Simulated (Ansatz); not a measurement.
Consider the formal hydrolysis of the Si–Cl bond: `C#C[SiH](F)Cl` + H₂O → `C#C[SiH](O)F` + HCl.

Calculated with Ansatz (gas phase, PBE0-D4/def2-TZVP geometries, no zero-point term in ΔE). CBS: MP2 limit from def2 TZ/QZ plus the TZ coupled-cluster correction, frozen cores. This one scheme is used for every species. DFT in def2-TZVPP. B3LYP here is the variant with VWN-RPA as its local correlation; programs differ in this. Each species was taken in one conformer, which may not be the lowest.

CCSD(T)/CBS gives -2.5 kcal/mol.

Task: Another level gave -3.2 kcal/mol. Which?
A. revPBE-D4/def2-TZVPP
B. B3LYP-D4/def2-TZVPP
C. PBE0/def2-TZVPP
D. CCSD/def2-TZVPP

Result: B. B3LYP-D4 -3.2, PBE0 -2.1, CCSD/def2-TZVPP -4.2, revPBE-D4 -1.0 kcal/mol.

Largest T1 diagnostic among the species: 0.013.

Leaving LDA and LC-ωPBE aside and taking each functional with its dispersion term where it has one, the values, not all of them listed here, spread over 3.4 kcal/mol, from CAM-B3LYP-D4 to revPBE-D4. LDA lies −1.5 kcal/mol from PBE without D4. In def2-TZVPP, CCSD(T) changes the Hartree–Fock value by +1.4 kcal/mol (the triples alone add +0.4 kcal/mol) and MP2 by +2.5 kcal/mol.
